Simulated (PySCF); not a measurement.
**SMILES FC(C=C=C[O-])(F)F, [C4H2F3O]-, charge -1**

Molfile (atoms numbered from 1):
```
C4H2F3O
     RDKit          3D

 10  9  0  0  0  0  0  0  0  0999 V2000
    2.8748   -0.6675    1.2258 O   0  0  0  0  0  0  0  0  0  0  0  0
    2.1572    0.0481    0.5135 C   0  0  0  0  0  0  0  0  0  0  0  0
    0.7721    0.1808    0.4381 C   0  0  0  0  0  0  0  0  0  0  0  0
   -0.2168   -0.2866   -0.3184 C   0  0  0  0  0  0  0  0  0  0  0  0
   -1.6336    0.1336   -0.1728 C   0  0  0  0  0  0  0  0  0  0  0  0
   -2.4604   -0.9065    0.1243 F   0  0  0  0  0  0  0  0  0  0  0  0
   -1.8521    1.0614    0.7617 F   0  0  0  0  0  0  0  0  0  0  0  0
   -2.1456    0.6365   -1.3325 F   0  0  0  0  0  0  0  0  0  0  0  0
    2.6444    0.8537   -0.1323 H   0  0  0  0  0  0  0  0  0  0  0  0
   -0.1158   -1.0401   -1.1263 H   0  0  0  0  0  0  0  0  0  0  0  0
  1  2  1  0
  2  3  2  0
  3  4  2  0
  4  5  1  0
  5  6  1  0
  5  7  1  0
  5  8  1  0
  2  9  1  0
  4 10  1  0
M  CHG  1   1  -1
M  END
```

Theory: quadratic response CAM-B3LYP/aug-cc-pVDZ first hyperpolarisability, Taylor convention, gas phase in PySCF. Geometry: PBE0-D3(BJ)/def2-SVP.

For a gas-phase anion, states above the detachment energy (about 2.4 eV, taken as minus the energy of the highest occupied orbital) lie in the continuum and depend on the basis.

(1) Give the tensor of the static β(0;0,0) in the axes of these coordinates.

## Answers

(1) In au, Taylor convention; rows are the first index (the induced dipole):
```csv
,xx,yy,zz,xy,xz,yz
x,-158.4,+8.0,+123.2,-25.1,+32.0,+113.5
y,-25.1,-257.3,+9.9,+8.0,+113.5,+127.0
z,+32.0,+127.0,+159.3,+113.5,+123.2,+9.9
```
Norm of βᵢ = ⅓ Σⱼ (βᵢⱼⱼ + βⱼᵢⱼ + βⱼⱼᵢ): 419.9 au, hyper-Rayleigh value 203.4 au.
